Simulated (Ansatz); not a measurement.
```xyz
9

N    -0.8725    0.2157    1.6243
Si   -0.2357    0.7153    0.1364
S    -0.9556   -0.1814   -1.7414
Si    1.0458   -0.5313   -1.1882
F     2.1548    0.0031   -2.1927
Cl    1.5598   -2.4648   -0.7917
H    -0.9301   -0.7525    1.8925
H    -1.4993    0.8028    2.1492
H    -0.2672    2.1932    0.1115
```

Total charge 0; spin multiplicity 1.

(1) List the r2SCAN/def2-TZVPP orbital energies in eV (Ansatz 0.2.0). (Best estimate.)

Answers

(1) Ansatz gave: Occupied: -2753.67, -2409.00, -1793.18, -1792.09, -666.52, -385.58, -255.06, -213.44, -193.60, -193.46, -193.46, -157.45, -157.44, -157.37, -143.39, -142.44, -98.28, -98.26, -98.22, -97.35, -97.28, -97.27, -31.64, -22.96, -21.84, -19.14, -13.97, -13.70, -13.33, -11.70, -11.49, -11.32, -10.59, -9.80, -9.06, -8.70, -8.68, -7.45, -7.00, -6.21. Lowest empty: -1.36, -0.97, -0.09, 0.21, 0.48, 1.26, 1.96, 2.22.
